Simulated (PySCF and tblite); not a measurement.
Values are calculated unless marked as measured or tabulated.
C4H6ClNO, numbered as in [NH2:1][C:2](=[O:3])/[CH:4]=[CH:5]/[CH2:6][Cl:7].

Search: ETKDG and KDG, MMFF94s, GFN2-xTB, 150 starts; geometries at GFN2-xTB. Weights use PBE0-D3(BJ)/pcSseg-1 energies plus GFN2-xTB zero-point and thermal terms (modes under about 100 cm⁻¹ blended into free rotors). Symmetry numbers and mirror images are counted. Conformers within 2.5 kcal/mol (GFN2-xTB free energy) were kept, 6 at most. Programs: PySCF with density fitting and tblite.

Rotational constants are equilibrium values for the commonest isotopes; dipoles come from the energy level named.

Torsions listed: H1–N1–C2–O3, O3–C2–C4–C5, C4–C5–C6–Cl7. Of a mirror pair one member is shown.

```json
{"conformer": "1", "shape": "180°, 0°, 0°", "symmetry": "Cs", "weight %": "73.6"}
{"conformer": "2", "shape": "-2°, 4°, -112°", "symmetry": "C1 (pair)", "weight %": "24.5"}
{"conformer": "3", "shape": "3°, 144°, -114°", "symmetry": "C1 (pair)", "weight %": "1.4"}
{"conformer": "4", "shape": "-3°, -144°, 8°", "symmetry": "C1 (pair)", "weight %": "0.5"}
```

Sets of constants, in random order:

```json
{"set": "P", "A (MHz)": "5601", "B (MHz)": "918", "C (MHz)": "819", "abs μa (D)": "0.55", "abs μb (D)": "5.00", "abs μc (D)": "0.74"}
{"set": "Q", "A (MHz)": "6603", "B (MHz)": "815", "C (MHz)": "755", "abs μa (D)": "1.43", "abs μb (D)": "1.56", "abs μc (D)": "1.09"}
{"set": "R", "A (MHz)": "6401", "B (MHz)": "799", "C (MHz)": "772", "abs μa (D)": "1.19", "abs μb (D)": "4.08", "abs μc (D)": "0.76"}
{"set": "S", "A (MHz)": "5592", "B (MHz)": "935", "C (MHz)": "805", "abs μa (D)": "0.62", "abs μb (D)": "1.65", "abs μc (D)": "0.01"}
```

Match each set to its conformer.

P is conformer 4, Q is conformer 3, R is conformer 2, S is conformer 1.

The minima are those of GFN2-xTB; planar forms about aryl–S or allylic bonds may be saddles in DFT.
